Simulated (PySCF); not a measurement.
# Dipole response of S⁻ (sulfur, charge -1)

[Ne] 3s2 3p5, 2P determinant. Computed with PySCF 2.14 in aug-cc-pV(Q+d)Z, with no relativity, point nucleus. Coupled (time-dependent) response in atomic units; α is the mean over directions.

| method | mean α (bohr³) | α xx, yy, zz | C₆ (like pair) | S(−4) |
| --- | --- | --- | --- | --- |
| UHF | 44.30 | 35.52, 48.69, 48.69 | 444.8 | 679.4 |
| wB97M-V | 51.89 | 41.66, 57.01, 57.01 | 538.0 | 1045 |

S(−4) is the Cauchy moment in α(ω) = α(0) + S(−4) ω² + …

α(iu) at UHF:

```tsv
u (hartree)	α(iu) (bohr³)
0	44.30
0.0500	42.70
0.100	38.78
0.200	29.53
0.300	22.04
0.500	12.95
0.750	7.540
1.00	4.875
1.50	2.500
2.00	1.523
3.00	0.7524
5.00	0.3147
```

For an ion, C₆ is the dispersion term alone; charge-induced terms of lower order in 1/R come first.

The components differ because the open shell of this determinant is not spherical; for a pure term their mean is the scalar polarisability.
